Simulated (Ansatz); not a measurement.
Born–Oppenheimer molecular dynamics of ClFGeH6O (10 atoms, charge 0, multiplicity 1). It starts at the highest image of a converged band, a first-order saddle point between two minima.

Theory: RKS PBE0/def2-SVP (Ansatz 0.2.0).

| Property | Result |
| --- | --- |
| ensemble | NVE (velocity Verlet) |
| time step | 0.5 fs |
| steps asked | 200 |
| starting velocities drawn for | 300 K |
| seed | 3614 |

First frame:

```xyz
10
Properties=species:S:1:pos:R:3
Ge -0.774 0.707 -0.806
Cl -0.763 -1.996 -0.158
H -0.768 0.059 -2.183
H -1.972 0.633 0.134
H -0.439 2.221 -1.000
H 1.066 -0.308 0.823
O 0.908 0.482 0.109
H 0.346 -1.786 1.040
F 1.102 -1.326 1.632
H 1.294 1.315 0.409
```

Question: How far do the bonds stretch over the last three quarters of this one trajectory? (Pairs bonded in most of those frames.)

Answer: 
```csv
bond,mean (Å),spread (Å),shortest,longest
Ge1–Cl2,2.423,0.142,2.20,2.66
Ge1–H3,1.540,0.013,1.52,1.57
Ge1–H4,1.534,0.010,1.52,1.55
Ge1–H5,1.565,0.017,1.51,1.59
Ge1–O7,2.158,0.145,1.96,2.48
H6–O7,0.994,0.021,0.97,1.05
O7–H10,0.967,0.011,0.95,0.99
H8–F9,0.965,0.026,0.91,1.01
```

Mean temperature of the second half: 283 K. The conserved energy stayed within 0.066 meV per atom of its start (net change 0.051 meV per atom), so the integration is sound. A run of 0.1 ps of so small a system gives no equilibrium averages. The orbitals stay closed-shell, which can raise the energy where a bond breaks towards radicals; this wasn't checked here.

Run time: 8.2 min on 2 threads of Arm Neoverse V2, with other jobs on the host, peak memory 0.25 GiB.
